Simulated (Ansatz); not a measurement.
`O[BH][GeH3]` + NH₃ → `N[BH][GeH3]` + H₂O at 298.15 K and 1 bar (ligand exchange at a B–O bond).

Isolated molecules relaxed with PBE0-D4/def2-TZVP in Ansatz; ΔE leaves out vibrations. CCSD(T)/CBS adds triple-zeta CCSD(T) − MP2 to the extrapolated MP2 energy (def2 sets, frozen cores). This one scheme is used for every species. For Ge outer-core shells are correlated without core-valence functions, which leaves a few kJ/mol of doubt a bond. Scalar relativity is left out up to krypton. Each species was taken in one conformer, which may not be the lowest.

```csv
species,CCSD(T)/CBS energy (Eh),H − E (kJ/mol),S (J/(mol·K))
`O[BH][GeH3]`,-2179.11235,149.1,309.3
NH₃,-56.50880,100.5,192.4
`N[BH][GeH3]`,-2159.24602,183.3,308.5
H₂O,-76.37941,66.4,188.7
```

H − E and S are ideal-gas, rigid-rotor, harmonic terms from PBE0-D4/def2-TZVP, for one conformer and one mirror image of each species. 1 Eh = 2625.50 kJ/mol, R = 8.31446 J/(mol·K).

By hand: ΔE, ΔH, ΔS and ΔG.

ΔE = (-2159.24602) + (-76.37941) − (-2179.11235) − (-56.50880) = -0.00428 Eh = -11.2 kJ/mol. Δ(H − E) = 183.3 + 66.4 − 149.1 − 100.5 = 0.1, so ΔH = -11.1 kJ/mol. ΔS = 308.5 + 188.7 − 309.3 − 192.4 = -4.5 J/(mol·K). ΔG = -11.1 − 298.15 × (-4.5)/1000 = -9.8 kJ/mol.

By hand: the equilibrium constant, and the temperature at which ΔG would vanish if ΔH and ΔS stayed fixed.

log₁₀ K = −ΔG/(RT ln 10) = 1.7. ΔG = 0 at ΔH/ΔS = 2467 K, though so small a ΔS makes that figure unsure.

The number of gas molecules stays the same, so ΔS is small and ΔH decides. A doubt of 5 kJ/mol in ΔE shifts log₁₀ K by 0.9 here. Other conformers and mirror images would add mixing entropy, several J/(mol·K) or more a flexible species. These are equilibria of isolated gas molecules and say nothing of rates. Largest T1 diagnostic: 0.013 (customary marks: 0.02 for closed shells, 0.045 for open ones).
